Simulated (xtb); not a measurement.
Bi (SMILES [Bi]), quartet (GFN-xTB shapes and energies of metal compounds can be far from the true ones); xtb with GFN2-xTB.

xtb was given this input:
```
$ xtb mol.xyz --gfn 2 --uhf 3 --etemp 3000 --json

# file mol.xyz
1

Bi     0.00000000     0.00000000     0.00000000
```

### Question
Predict the main parts of the log of this xtb run.

### Answer

```
   ID    Z sym.   atoms
    1   83 Bi     1

           -------------------------------------------------
          |                Calculation Setup                |
           -------------------------------------------------

           -------------------------------------------------
          |                 G F N 2 - x T B                 |
           -------------------------------------------------

          ...................................................
          :                      SETUP                      :
          :.................................................:
          :  # basis functions                   4          :
          :  # atomic orbitals                   4          :
          :  # shells                            2          :
          :  # electrons                         5          :
          :  max. iterations                   250          :
          :  Hamiltonian                  GFN2-xTB          :
          :  restarted?                      false          :
          :  GBSA solvation                  false          :
          :  PC potential                    false          :
          :  electronic temp.         3000.0000000     K    :
          :  accuracy                    1.0000000          :
          :  -> integral cutoff          0.2500000E+02      :
          :  -> integral neglect         0.1000000E-07      :
          :  -> SCF convergence          0.1000000E-05 Eh   :
          :  -> wf. convergence          0.1000000E-03 e    :
          :  Broyden damping             0.4000000          :
          :  net charge                          0          :
          :  unpaired electrons                  3          :
          ...................................................

 iter      E             dE          RMSdq      gap      omega  full diag
   1     -2.2630251 -0.226303E+01  0.915E-10    0.00       0.0  T
   2     -2.2630251  0.000000E+00  0.732E-10    0.00       0.0  T
   3     -2.2630251  0.000000E+00  0.564E-10    0.00       0.0  T

   *** convergence criteria satisfied after 3 iterations ***

         :::::::::::::::::::::::::::::::::::::::::::::::::::::
         ::                     SUMMARY                     ::
         :::::::::::::::::::::::::::::::::::::::::::::::::::::
         :: total energy              -2.263025123010 Eh    ::
         :: gradient norm              0.000000000000 Eh/a0 ::
         :: HOMO-LUMO gap              0.000000000000 eV    ::
         ::.................................................::
         :: SCC energy                -2.263025123010 Eh    ::
         :: -> isotropic ES            0.000000000000 Eh    ::
         :: -> anisotropic ES          0.000000000000 Eh    ::
         :: -> anisotropic XC          0.000000000000 Eh    ::
         :: -> dispersion              0.000000000000 Eh    ::
         :: repulsion energy           0.000000000000 Eh    ::
         :: add. restraining           0.000000000000 Eh    ::
         :: total charge              -0.000000000029 e     ::
         :::::::::::::::::::::::::::::::::::::::::::::::::::::

           -------------------------------------------------
          |                Property Printout                |
           -------------------------------------------------

    * Orbital Energies and Occupations

         #    Occupation            Energy/Eh            Energy/eV
      -------------------------------------------------------------
         1        2.0000           -0.7292477             -19.8438
         2        1.0000           -0.2681766              -7.2975
         3        1.0000           -0.2681766              -7.2975
         4        1.0000           -0.2681766              -7.2975 (HOMO)
      -------------------------------------------------------------
                  HL-Gap            0.2681766 Eh            7.2975 eV
             Fermi-level           -0.2517312 Eh           -6.8500 eV

     #   Z          covCN         q      C6AA      α(0)
     1  83 Bi       0.000    -0.000   623.680    51.185

 Mol. C6AA /au·bohr⁶  :        623.680352
 Mol. C8AA /au·bohr⁸  :      86047.331783
 Mol. α(0) /au        :         51.185246

Wiberg/Mayer (AO) data.
largest (>0.10) Wiberg bond orders for each atom

 ---------------------------------------------------------------------------
     #   Z sym  total        # sym  WBO       # sym  WBO       # sym  WBO
 ---------------------------------------------------------------------------
     1  83 Bi   0.000
 ---------------------------------------------------------------------------

molecular dipole:
                 x           y           z       tot (Debye)
 q only:        0.000       0.000       0.000
   full:        0.000       0.000       0.000       0.000
molecular quadrupole (traceless):
                xx          xy          yy          xz          yz          zz
 q only:        0.000       0.000       0.000       0.000       0.000       0.000
  q+dip:        0.000       0.000       0.000       0.000       0.000       0.000
   full:        0.000       0.000      -0.000       0.000       0.000      -0.000

           -------------------------------------------------
          | TOTAL ENERGY               -2.263025123010 Eh   |
          | GRADIENT NORM               0.000000000000 Eh/α |
          | HOMO-LUMO GAP               7.297455999864 eV   |
           -------------------------------------------------

normal termination of xtb
```
